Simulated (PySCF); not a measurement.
Electron correlation in Zn⁺ (zinc, charge +1)

[Ar] 3d9 4s2, 2D determinant (an excited configuration). Calculation: PySCF 2.14, in dyall-av2z (16s12p7d2f, 101 functions); the non-relativistic Hamiltonian (point nucleus). Frozen: [Ar]; 11 electrons correlated; the 33 highest virtual orbitals of each spin left out.

```json
{"level": "CCSD", "correlation energy (mhartree)": "-339.75"}
{"level": "(T)", "correlation energy (mhartree)": "-7.31"}
{"level": "CCSD(T)", "correlation energy (mhartree)": "-347.06"}
```

Diagnostics: T1 = 0.011, D1 = 0.0265, largest double amplitude 0.091.

Cost of the coupled-cluster step: about 14 core-seconds, for 11 correlated electrons.

Iterations:

```
CC2 = 0
CCSD nocc = (np.int64(6), np.int64(5)), nmo = (59, 59)
frozen orbitals [[0, 1, 2, 3, 4, 5, 6, 7, 8, 68, 69, 70, 71, 72, 73, 74, 75, 76, 77, 78, 79, 80, 81, 82, 83, 84, 85, 86, 87, 88, 89, 90, 91, 92, 93, 94, 95, 96, 97, 98, 99, 100], [0, 1, 2, 3, 4, 5, 6, 7, 8, 68, 69, 70, 71, 72, 73, 74, 75, 76, 77, 78, 79, 80, 81, 82, 83, 84, 85, 86, 87, 88, 89, 90, 91, 92, 93, 94, 95, 96, 97, 98, 99, 100]]
max_cycle = 100
direct = 0
conv_tol = 1e-08
conv_tol_normt = 1e-06
diis_space = 8
diis_start_cycle = 0
Init t2, MP2 energy = -0.350831323974749
Init E_corr(UCCSD) = -0.350831323989667
cycle = 1  E_corr(UCCSD) = -0.330667094265294  dE = 0.0201642297  norm(t1,t2) = 0.0618959
cycle = 2  E_corr(UCCSD) = -0.339102085710693  dE = -0.00843499145  norm(t1,t2) = 0.021106
cycle = 3  E_corr(UCCSD) = -0.338694744903227  dE = 0.000407340807  norm(t1,t2) = 0.00900747
cycle = 4  E_corr(UCCSD) = -0.339690168190615  dE = -0.000995423287  norm(t1,t2) = 0.00361618
cycle = 5  E_corr(UCCSD) = -0.339768340681513  dE = -7.81724909e-05  norm(t1,t2) = 0.000645662
cycle = 6  E_corr(UCCSD) = -0.339743817652991  dE = 2.45230285e-05  norm(t1,t2) = 0.000324561
cycle = 7  E_corr(UCCSD) = -0.339746295076509  dE = -2.47742352e-06  norm(t1,t2) = 0.000117222
cycle = 8  E_corr(UCCSD) = -0.339749419896677  dE = -3.12482017e-06  norm(t1,t2) = 3.63334e-05
cycle = 9  E_corr(UCCSD) = -0.339747784364682  dE = 1.635532e-06  norm(t1,t2) = 1.51145e-05
cycle = 10  E_corr(UCCSD) = -0.339748020185108  dE = -2.35820426e-07  norm(t1,t2) = 5.76794e-06
cycle = 11  E_corr(UCCSD) = -0.339748037778326  dE = -1.75932182e-08  norm(t1,t2) = 2.54317e-06
cycle = 12  E_corr(UCCSD) = -0.339748005590136  dE = 3.218819e-08  norm(t1,t2) = 7.52785e-07
cycle = 13  E_corr(UCCSD) = -0.339748035762546  dE = -3.01724097e-08  norm(t1,t2) = 3.49763e-07
cycle = 14  E_corr(UCCSD) = -0.339748021766404  dE = 1.39961422e-08  norm(t1,t2) = 1.0913e-07
cycle = 15  E_corr(UCCSD) = -0.339748023947714  dE = -2.18131013e-09  norm(t1,t2) = 4.67586e-08
UCCSD converged
E(UCCSD) = -1777.602978140432  E_corr = -0.3397480239477137
UCCSD(T) correction = -0.0073098196941224
```
